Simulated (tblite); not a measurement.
Species: C₅H₄FS (doublet state).
Structure used (GFN2-xTB), in Å, numbered top down from 1:
```xyz
11
C5H4FS angstrom
C      0.0829    1.8844    0.8948
C      0.6562    1.1626   -0.0041
C      0.2665   -0.2349   -0.3667
C      0.9234   -0.8688   -1.2967
S      1.8049   -1.4870   -2.4236
C     -0.8947   -0.8058    0.4024
F     -1.1838   -2.0810    0.0082
H     -0.6816    1.9440    1.6269
H      1.4924    1.5344   -0.5806
H     -1.7973   -0.2025    0.2383
H     -0.6635   -0.8428    1.4751
```

Level: GFN2-xTB in tblite, geometry and Hessian alike; calculated harmonic values, unscaled, isolated species. The method is semi-empirical: single wavenumbers can be off by several per cent or more. One conformer, not necessarily the lowest. Open shells enter through the occupations alone, without spin polarisation, and single modes of such species can be off by tens of per cent.

Task: How many normal modes are there?

Result: 11 atoms, non-linear: 3N − 6 = 27.

Task: What is the point group of the computed structure, and how do the modes divide by symmetry?

Result: Cs. The vibrations span 18 a′ + 9 a″.

Task: How many distinct wavenumbers does the calculation give?

Result: 27: Cs has no degenerate species.

Task: How many fundamentals are allowed in the infrared by symmetry?

Result: 27 of 27: in Cs every mode is allowed. All fundamentals are allowed in the Raman spectrum.

Task: How large is the harmonic zero-point energy?

Result: Half the sum of the wavenumbers, 14973 cm⁻¹, or 179.1 kJ/mol from 27 modes; those above 1550 cm⁻¹ give 93.4 kJ/mol of it.

Task: What thermal excitation has the softest real mode at 298.15 K?

Result: θ = hcν̃/k = 81 K for 56.6 cm⁻¹, so N1/N0 = 0.76 and ⟨v⟩ = 1/(exp(θ/T) − 1) = 3.2.
